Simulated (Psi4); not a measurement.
Relaxed torsion scan: SMILES [SiH2](CF)[GeH3]. Scanned: dihedral F1–C2–Si3–Ge4; all other coordinates were relaxed at GFN2-xTB. Points at φ and −φ are mirror images. Heavy atoms are numbered in the order of the SMILES FC[SiH2][GeH3], hydrogens after them in the order of the atoms that carry them; the mirror image has the same energies with the sign of each dihedral reversed.

Levels: PBE/def2-TZVP // GFN2-xTB (Psi4); PBE-D3(BJ)/def2-TZVP // GFN2-xTB (Psi4); wB97X-D/def2-TZVP // GFN2-xTB (Psi4); MP2/cc-pVTZ = Psi4 1.11 with DF-MP2 (frozen core)/cc-pVTZ // GFN2-xTB.

Energies relative to the lowest point of each profile, in kcal/mol; the last columns give the difference from MP2:

| φ / ° | PBE/def2-TZVP | PBE-D3(BJ)/def2-TZVP | wB97X-D/def2-TZVP | MP2/cc-pVTZ | PBE/def2-TZVP − MP2/cc-pVTZ | PBE-D3(BJ)/def2-TZVP − MP2/cc-pVTZ | wB97X-D/def2-TZVP − MP2/cc-pVTZ |
|---|---|---|---|---|---|---|---|
| -150 | 0.9 | 0.9 | 0.9 | 1.3 | -0.4 | -0.4 | -0.4 |
| -120 | 2.0 | 2.0 | 2.0 | 2.5 | -0.6 | -0.5 | -0.5 |
| -90 | 1.1 | 1.1 | 1.0 | 1.4 | -0.3 | -0.3 | -0.4 |
| -60 | 0.3 | 0.2 | 0.0 | 0.0 | 0.3 | 0.2 | 0.0 |
| -30 | 1.3 | 1.1 | 1.1 | 0.7 | 0.6 | 0.4 | 0.4 |
| 0 | 2.1 | 1.9 | 1.9 | 1.6 | 0.5 | 0.4 | 0.4 |
| 30 | 1.3 | 1.1 | 1.1 | 0.7 | 0.6 | 0.4 | 0.4 |
| 60 | 0.3 | 0.2 | 0.0 | 0.0 | 0.3 | 0.2 | 0.0 |
| 90 | 1.1 | 1.1 | 1.0 | 1.4 | -0.3 | -0.3 | -0.4 |
| 120 | 2.0 | 2.0 | 2.0 | 2.5 | -0.6 | -0.5 | -0.5 |
| 150 | 0.9 | 0.9 | 0.9 | 1.3 | -0.4 | -0.4 | -0.4 |
| 180 | 0.0 | 0.0 | 0.0 | 0.3 | -0.3 | -0.3 | -0.2 |

PBE/def2-TZVP is furthest from MP2/cc-pVTZ at -120 (-0.6 kcal/mol, below); its mean absolute difference over the points is 0.4 kcal/mol.

PBE-D3(BJ)/def2-TZVP is furthest from MP2/cc-pVTZ at -120 (-0.5 kcal/mol, below); its mean absolute difference over the points is 0.3 kcal/mol.

wB97X-D/def2-TZVP is furthest from MP2/cc-pVTZ at -120 (-0.5 kcal/mol, below); its mean absolute difference over the points is 0.3 kcal/mol.
